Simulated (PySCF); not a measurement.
## Worked example: oscillator strength and radiative lifetime

Si(Cl)3(SeH) (Cl3HSeSi), SMILES Cl[Si](Cl)([SeH])Cl.

Geometry optimised at PBE0-D3(BJ)/def2-SVP. This is a generated structure with no PubChem entry under its InChIKey; it may be hypothetical. The values are those of a single conformer.

TDA-LC-ωPBE/def2-SVPD run with PySCF puts the first singlet state with f over 0.02 at 6.47 eV (vertical), with the transition dipole (0.000, 0.000, -0.394) in atomic units.

Q: Find the oscillator strength, the wavelength and the radiative lifetime that this transition would have in vacuum if emission retraced absorption.

A: 
|μ|² = 0.1552 au, so |μ| = 1.00 D. ΔE = 6.47/27.211 = 0.2378 hartree. f = (2/3) ΔE |μ|² = 0.025 (the program prints 0.025).
λ = 1239.84/6.47 = 192 nm; ν = 52184 cm⁻¹.
Einstein's coefficient A = 0.6670 ν² f s⁻¹ (ν in cm⁻¹) = 4.5e7 s⁻¹, so τ = 1/A = 22 ns. This state is S2; the lower singlet has f = 0.003. The figure is the radiative limit of this one transition; relaxation, internal conversion, crossing to triplets and a medium change what is measured.
